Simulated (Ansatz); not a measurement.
A run for Ansatz (a first-principles code): U-PBE0/def2-TZVPP on MnCl, 2S+1 = 7, a spin state set in the input, which need not be the lowest.

Ansatz 0.2 input:
```yaml
crystal:
  periodic: [false, false, false]
  atoms:
    - {symbol: Mn, position_ang: [0.00000000, 0.00000000, 0.00000000]}
    - {symbol: Cl, position_ang: [0.00000000, 0.00000000, 2.28900000]}
basis:
  gaussian:
    orbitals: def2-TZVPP
hamiltonian:
  xc: {name: PBE0}
magnetization: {spin_polarized: true, initial_magnetization: 6}
relax: {f_tol: 0.002, max_steps: 120}
```

Program output:

```
WARN ansatz: RAYON_NUM_THREADS=1 ignored (pool sized by the plan → 1); use --threads N
Functional definition: PBE0
integrals: 0.03 GiB planned
837 factors; their error is unknown
mean field: 0.44 GiB planned
mean field evaluation 1: about -43829.2359 eV, gradient 3.9e1 eV
mean field evaluation 2: about -43815.4762 eV, gradient 8.5e1 eV
mean field evaluation 4: about -43834.6751 eV, gradient 1.5e0 eV
mean field evaluation 8: about -43834.8260 eV, gradient 7.4e-2 eV
mean field evaluation 16: about -43834.8260 eV, gradient 6.4e-6 eV
mean field -43834.82603925 eV, -1610.9001446303 hartree, gradient 6.4e-6 eV, S^2 12.003985; 0 other end points of the search recorded, 0 dependent functions left out
the calculation of the forces begins
reference -43834.82607033 eV, -1610.9001457725 hartree; 24, 18 occupied and 82, 88 virtual orbitals, 837 factors
relax step   1: F+E_penalty+E_count = -43834.82603925 eV  Δ(F+E_penalty+E_count) = +0.000e0 eV  max|allowed force component| = 5.489e-1 eV/Å  Δτ_max = 0.0000 Å  (29 SCF iters, accepted)
these checks for a lower state are left out or cut short: starts, cluster_reference, orbital_swaps, neighbouring_geometries, increment
integrals: 0.04 GiB planned
837 factors; their error is unknown
mean field: 0.44 GiB planned
mean field -43834.84016560 eV, -1610.9006637640 hartree, gradient 4.6e-5 eV, S^2 12.004088; 0 other end points of the search recorded, 0 dependent functions left out
the calculation of the forces begins
reference -43834.84019672 eV, -1610.9006649076 hartree; 24, 18 occupied and 82, 88 virtual orbitals, 837 factors
relax step   2: F+E_penalty+E_count = -43834.84016560 eV  Δ(F+E_penalty+E_count) = -1.413e-2 eV  max|allowed force component| = 1.484e-1 eV/Å  Δτ_max = 0.0199 Å  (28 SCF iters, accepted)
these checks for a lower state are left out or cut short: starts, cluster_reference, orbital_swaps, neighbouring_geometries, increment
integrals: 0.04 GiB planned
837 factors; their error is unknown
mean field: 0.44 GiB planned
mean field -43834.84115469 eV, -1610.9007001124 hartree, gradient 4.7e-5 eV, S^2 12.004127; 0 other end points of the search recorded, 0 dependent functions left out
the calculation of the forces begins
reference -43834.84118581 eV, -1610.9007012560 hartree; 24, 18 occupied and 82, 88 virtual orbitals, 837 factors
relax step   3: F+E_penalty+E_count = -43834.84115469 eV  Δ(F+E_penalty+E_count) = -9.891e-4 eV  max|allowed force component| = 7.758e-3 eV/Å  Δτ_max = 0.0070 Å  (29 SCF iters, accepted)
these checks for a lower state are left out or cut short: starts, cluster_reference, orbital_swaps, neighbouring_geometries, increment
integrals: 0.04 GiB planned
837 factors; their error is unknown
mean field: 0.44 GiB planned
mean field evaluation 32: about -43834.8412 eV, gradient 2.0e-5 eV
mean field -43834.84115584 eV, -1610.9007001546 hartree, gradient 2.6e-5 eV, S^2 12.004123; 0 other end points of the search recorded, 0 dependent functions left out
the calculation of the forces begins
reference -43834.84118696 eV, -1610.9007012982 hartree; 24, 18 occupied and 82, 88 virtual orbitals, 837 factors
relax step   4: F+E_penalty+E_count = -43834.84115584 eV  Δ(F+E_penalty+E_count) = -1.149e-6 eV  max|allowed force component| = 5.796e-3 eV/Å  Δτ_max = 0.0006 Å  (21 SCF iters, accepted)
these checks for a lower state are left out or cut short: starts, cluster_reference, orbital_swaps, neighbouring_geometries, increment
integrals: 0.04 GiB planned
837 factors; their error is unknown
mean field: 0.44 GiB planned
mean field -43834.84115730 eV, -1610.9007002082 hartree, gradient 1.1e-5 eV, S^2 12.004125; 0 other end points of the search recorded, 0 dependent functions left out
the calculation of the forces begins
reference -43834.84118842 eV, -1610.9007013518 hartree; 24, 18 occupied and 82, 88 virtual orbitals, 837 factors
relax step   5: F+E_penalty+E_count = -43834.84115730 eV  Δ(F+E_penalty+E_count) = -1.460e-6 eV  max|allowed force component| = 2.538e-6 eV/Å  Δτ_max = 0.0003 Å  (21 SCF iters, accepted)
integrals: 0.04 GiB planned
837 factors; their error is unknown
mean field: 0.44 GiB planned
mean field -43834.84115730 eV, -1610.9007002082 hartree, gradient 1.1e-5 eV, S^2 12.004125; 1 other end points of the search recorded, 0 dependent functions left out
the calculation of the forces begins
reference -43834.84118842 eV, -1610.9007013518 hartree; 24, 18 occupied and 82, 88 virtual orbitals, 837 factors
Total energy: -43834.84118842 eV, -1610.9007013518 hartree
Atom 0 at    -0.000000     0.000000     0.026562 Å, force    -0.000000     0.000000    -0.000003 eV/Å
Atom 1 at     0.000000    -0.000000     2.262438 Å, force     0.000000    -0.000000     0.000003 eV/Å
Dipole moment:     0.000000     0.000000    -0.594053 e Å
```

Self-consistency was reached.

Cost: very roughly 24 core-seconds.
